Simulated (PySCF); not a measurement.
## ³³S chemical shifts

Computational details: structure optimised with GFN2-xTB, PBE0/pcSseg-1 with gauge-including orbitals, in PySCF 2.14 (non-relativistic Hamiltonian, one conformer, no solvent, averaged over atoms made equivalent by symmetry, fast rotation or ring inversion).

Shieldings were converted by a linear fit to measured shifts: ³³S: δ = 158.28 − 0.937σ (rms 33.3 ppm, 20 shifts vs sulfate, solution or neat liquid). Occasional misses reach two or three times the rms, and more in compound classes unlike the fitted ones.

**Question.** Give the ³³S shifts of `FC(F)(F)SCS[SiH2][SiH2][SiH3]`, `C[SiH2][C@H](F)C#C[SiH2]SC`.

**Answer.** 
```csv
compound,environment,δ (ppm)
[F:1][C:2]([F:3])([F:4])[S:5][CH2:6][S:7][SiH2:8][SiH2:9][SiH3:10],S5: sulfide sulfur,-192
[F:1][C:2]([F:3])([F:4])[S:5][CH2:6][S:7][SiH2:8][SiH2:9][SiH3:10],"S7: sulfur bonded to C, Si",-435
C[SiH2][C@H](F)C#C[SiH2]SC,"sulfur bonded to C, Si",-482
```

**Question.** Order these by ³³S shift, lowest first.
A. CS[C@@H]1[SiH2]C=C[SiH2][C@H]1F
B. F[Si@@H]1CC(=S)[C@@H](C[SiH3])C1
C. C/C=C1\[SiH2][C@@H](S[SiH3])[C@H]1F
D. C#CC=C=S

**Answer.** C (-495 ppm, sulfur bonded to C, Si), A (-316 ppm, sulfide sulfur), D (79 ppm, thione sulfur), B (623 ppm, thione sulfur).
